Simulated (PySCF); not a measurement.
# Do core-level shifts follow atomic charges?

C5H10F2OSi.
Structure used (PBE0-D3(BJ)/def2-SVP), in Å, numbered top down from 1:
```
atom  x, y, z in Å
F1     2.1407    1.4106   -0.9459
C2     2.4329    0.1135   -0.6746
F3     2.2516   -0.5851   -1.8276
C4     1.5199   -0.4163    0.3953
Si5   -0.2693   -0.6541   -0.1830
C6    -1.0571    0.8373   -1.0184
C7    -2.4195    0.8733   -0.3101
C8    -2.2034    0.4263    1.1384
O9    -1.2882   -0.6532    1.1584
H10    3.5070    0.0621   -0.4231
H11    1.9053   -1.3834    0.7558
H12    1.5308    0.2753    1.2520
H13   -0.3877   -1.9493   -0.9118
H14   -1.1400    0.7743   -2.1126
H15   -0.4550    1.7314   -0.7877
H16   -2.8946    1.8670   -0.3494
H17   -3.1101    0.1673   -0.8020
H18   -1.8045    1.2651    1.7419
H19   -3.1461    0.1040    1.6096
```

Binding energies: delta-SCF UKS SCAN, pcX-2 on the ionised atom, pcseg-1 elsewhere, spin-free X2C in PySCF 2.14.0. Charges: PBE0/pcSseg-1 ground-state density, for the ionised atom.

| atom | environment | C 1s (eV) | Mulliken (e) | IAO (e) | Hirshfeld (e) | ESP (e) |
| --- | --- | --- | --- | --- | --- | --- |
| C6 | sp3 carbon bound to silicon | 290.05 | -0.565 | -0.562 | -0.168 | -0.321 |
| C4 | sp3 carbon bound to silicon | 290.65 | -0.607 | -0.599 | -0.181 | -0.725 |
| C7 | ring CH2 carbon | 290.74 | -0.287 | -0.267 | -0.073 | -0.150 |
| C8 | sp3 carbon bound to oxygen | 292.04 | +0.081 | -0.047 | +0.003 | +0.079 |
| C2 | CHF2 carbon | 295.68 | +0.487 | +0.453 | +0.149 | +0.493 |

Problem. How well does each charge scheme correlate with the binding energies over these sites?

Solution. IAO: r = 0.95, slope 5.0 eV per e; Hirshfeld: r = 0.94, slope 15.7 eV per e; Mulliken: r = 0.94, slope 4.6 eV per e; ESP: r = 0.85, slope 4.3 eV per e. On 5 points no scheme stands out.

Problem. The point-charge model writes a binding energy as kq + V + constant, with V the potential of the other atoms' charges at the site. What does it give with the ESP charges?

Solution. V = Σ 14.40 eV Å × q/r over all other atoms: +4.69 eV at C6, +10.72 eV at C4, +1.61 eV at C7, -1.92 eV at C8, -6.73 eV at C2. Fitting binding energy − V to q gives k = 18.8 eV per e and leaves an rms residual of 0.78 eV, against 1.06 eV for the fit on q alone. The model has no term for differences in relaxation between sites.

The structure is a single PBE0-D3(BJ)/def2-SVP conformer in the gas phase; no vibrational or solvent corrections.
